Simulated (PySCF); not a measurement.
SMILES [SbH2], doublet, PBE0/def2-SVP optimised geometry.

```
3

Sb    -0.86    -0.86     0.00
H      0.86    -0.86     0.00
H     -0.86     0.86     0.00
```

Density from unrestricted PBE0/def2-TZVP, def2 effective core potentials past Kr run with PySCF at that geometry. The core electrons that the potentials of Sb replace are not part of the density.

Minimum of the electron density along straight lines between bonded atoms, close to the bond critical point (lines longer than 1.1 times the sum of covalent radii, or with two minima, are not listed):

```json
[
 {"bond": "Sb1–H2", "length / Å": "1.720", "ρ at the minimum / e bohr⁻³": "0.117", "∇²ρ there / e bohr⁻⁵": "0.02", "position (fraction from the first atom)": "0.62"},
 {"bond": "Sb1–H3", "length / Å": "1.720", "ρ at the minimum / e bohr⁻³": "0.117", "∇²ρ there / e bohr⁻⁵": "0.02", "position (fraction from the first atom)": "0.62"}
]
```
